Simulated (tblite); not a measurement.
Isopropylcyclobutane, C7H14.
Numbering: `[CH3:1][CH:2]([CH3:3])[CH:4]1[CH2:5][CH2:6][CH2:7]1` (hydrogens: H8, H9, H10 on C1; H11 on C2; H12, H13, H14 on C3; H15 on C4; H16, H17 on C5; H18, H19 on C6; H20, H21 on C7)

Computed with GFN2-xTB (tblite), gas phase: Langevin dynamics at 300 K from the optimised GFN2-xTB geometry, time step 0.5 fs, friction 0.01 fs⁻¹, 2000 steps. The instantaneous temperature is 2·E(kin)/(3Nk) with all 3N coordinates.

```
t (fs)  T (K)  E(pot) above start (eV)  C1–C2 (Å)  C2–C3 (Å)  C2–C4 (Å)  C4–C5 (Å)  C5–C6 (Å)  C1–H8 (Å)  C1–C2–C4–C5 (°)
     0    236                    0.000      1.527      1.527      1.526      1.541      1.535      1.088              171
    25    147                    0.413      1.545      1.583      1.533      1.505      1.544      1.059              171
    50    194                    0.529      1.495      1.566      1.532      1.525      1.542      1.134              161
    75    230                    0.468      1.560      1.512      1.504      1.579      1.523      1.107              160
   100    238                    0.409      1.534      1.536      1.565      1.560      1.548      1.035              167
   125    256                    0.631      1.496      1.508      1.557      1.515      1.529      1.096              178
   150    244                    0.588      1.564      1.516      1.516      1.536      1.537      1.164             -179
   175    274                    0.584      1.555      1.479      1.551      1.589      1.501      1.132              179
   200    246                    0.795      1.489      1.508      1.563      1.556      1.517      1.033             -179
   225    278                    0.691      1.521      1.581      1.579      1.567      1.563      1.083             -172
   250    228                    0.795      1.532      1.551      1.545      1.532      1.550      1.122             -175
   275    229                    0.690      1.491      1.528      1.520      1.517      1.520      1.048              173
   300    307                    0.654      1.535      1.527      1.534      1.523      1.568      1.068              166
   325    280                    0.821      1.544      1.554      1.540      1.549      1.595      1.155              171
   350    302                    0.835      1.536      1.562      1.504      1.532      1.557      1.138             -178
   375    403                    0.658      1.581      1.530      1.496      1.593      1.502      1.028              176
   400    367                    0.736      1.580      1.517      1.527      1.538      1.497      1.040              171
   425    389                    0.571      1.511      1.503      1.540      1.546      1.531      1.135              177
   450    273                    0.727      1.546      1.570      1.557      1.544      1.538      1.122              178
   475    280                    0.486      1.536      1.550      1.524      1.530      1.559      1.079              171
   500    228                    0.687      1.486      1.541      1.590      1.537      1.536      1.052              168
   525    251                    0.588      1.510      1.578      1.549      1.516      1.526      1.123              168
   550    250                    0.710      1.536      1.575      1.466      1.505      1.563      1.124              166
   575    232                    0.641      1.544      1.572      1.505      1.532      1.592      1.083              161
   600    286                    0.760      1.586      1.542      1.491      1.516      1.540      1.084              154
   625    175                    0.821      1.603      1.508      1.537      1.556      1.536      1.107              144
   650    312                    0.621      1.565      1.530      1.496      1.509      1.533      1.083              148
   675    259                    0.797      1.524      1.575      1.548      1.540      1.535      1.070              158
   700    298                    0.712      1.516      1.499      1.539      1.554      1.510      1.083              159
   725    232                    0.894      1.586      1.479      1.507      1.515      1.528      1.088              159
   750    310                    0.453      1.562      1.524      1.523      1.516      1.552      1.104              159
   775    290                    0.549      1.589      1.505      1.525      1.515      1.564      1.116              167
   800    245                    0.575      1.531      1.507      1.509      1.573      1.558      1.058              172
   825    248                    0.613      1.550      1.594      1.518      1.585      1.536      1.075              172
   850    352                    0.464      1.495      1.558      1.488      1.561      1.522      1.119              179
   875    359                    0.681      1.516      1.514      1.519      1.535      1.526      1.109             -176
   900    336                    0.810      1.590      1.509      1.550      1.557      1.546      1.086             -174
   925    272                    1.039      1.560      1.475      1.529      1.573      1.517      1.105              180
   950    290                    0.833      1.577      1.473      1.507      1.559      1.509      1.123              174
   975    362                    0.751      1.569      1.582      1.516      1.554      1.510      1.109              179
  1000    340                    0.797      1.532      1.627      1.543      1.546      1.557      1.065             -168
```

Problem. From 500 fs on, how do temperature and potential energy compare with equipartition?

Solution. The mean temperature of these 21 frames is 282 K against the target 300 K, and the mean potential energy 0.70 eV against 57 × kT/2 = 0.74 eV for 57 classical harmonic modes. For 21 atoms in a canonical ensemble the temperature itself scatters by T·√(2/(3N)) = 53 K; here its standard deviation is 49 K. The whole run lasts only 10 friction times of 100 fs, so these averages carry a wide statistical error.

Problem. What are the kinetic and total energies of the listed frame with the highest potential energy?

Solution. The one at 925 fs, 1.039 eV above the start. Its kinetic energy is 3NkT/2 = 0.739 eV at 272 K, so the sum is 1.78 eV; over the listed frames the sum runs from 0.64 to 1.78 eV, since the thermostat adds and removes energy.

Problem. How much do the listed bonds fluctuate from 500 fs on?

Solution. 
```
 bond  at the start (Å)  mean (Å)  standard deviation (Å)
C1–C2             1.527     1.549                   0.033
C2–C3             1.527     1.537                   0.042
C2–C4             1.526     1.522                   0.027
C4–C5             1.541     1.541                   0.023
C5–C6             1.535     1.538                   0.020
C1–H8             1.088     1.094                   0.022
```

The motion is classical and holds no zero-point motion.

What follows is the cost of the whole dynamics run. The run took 39 s wall on one thread of an Intel Xeon at 2.50 GHz (shared host), and the process peaked at 0.18 GiB of memory.
